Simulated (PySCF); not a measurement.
C4H6ClF, SMILES C[C@@H](F)/C=C\Cl.

Geometry optimised at PBE0-D3(BJ)/def2-SVP. The structure was generated by enumeration; whether it is a known compound was not checked. The values are those of a single conformer.

The numbers are results of TDA-M06-2X/def2-SVPD (PySCF), not measurements.

Vertical excitations. The molecule is in vacuum.

| state | energy (eV) | λ (nm) | f | main pairs |
|---|---|---|---|---|
| S1 | 6.81 | 182 | 0.003 | HOMO→LUMO+1 46 %, HOMO→LUMO+2 17 % |
| S2 | 7.08 | 175 | 0.256 | HOMO→LUMO 68 %, HOMO→LUMO+2 17 % |
| S3 | 7.28 | 170 | 0.097 | HOMO→LUMO+2 51 %, HOMO→LUMO+1 29 %, HOMO→LUMO 14 % |
| S4 | 7.38 | 168 | 0.036 | HOMO−1→LUMO 86 % |
| S5 | 7.94 | 156 | 0.018 | HOMO→LUMO+3 31 %, HOMO→LUMO+5 20 %, HOMO→LUMO+4 16 %, HOMO→LUMO+1 12 % |
| S6 | 8.13 | 152 | 0.007 | HOMO−1→LUMO+1 37 %, HOMO−1→LUMO+2 23 %, HOMO−1→LUMO+3 8 %, HOMO−1→LUMO+9 6 % |
| S7 | 8.18 | 152 | 0.000 | HOMO−2→LUMO 66 %, HOMO−3→LUMO 16 % |
| S8 | 8.33 | 149 | 0.039 | HOMO→LUMO+3 46 %, HOMO→LUMO+5 40 %, HOMO→LUMO+4 8 % |
| S9 | 8.50 | 146 | 0.014 | HOMO→LUMO+4 68 %, HOMO→LUMO+5 22 % |
| S10 | 8.82 | 141 | 0.027 | HOMO−3→LUMO 64 %, HOMO−2→LUMO 16 % |
| T1 | 4.49 | 276 | 0 | HOMO→LUMO 89 % |
| T2 | 6.42 | 193 | 0 | HOMO→LUMO+1 37 %, HOMO→LUMO+2 21 %, HOMO→LUMO+9 9 %, HOMO→LUMO+5 9 % |
| T3 | 7.19 | 173 | 0 | HOMO−1→LUMO 87 % |
| T4 | 7.23 | 172 | 0 | HOMO→LUMO+2 57 %, HOMO→LUMO+1 34 % |
Triplets are in the Tamm–Dancoff approximation.
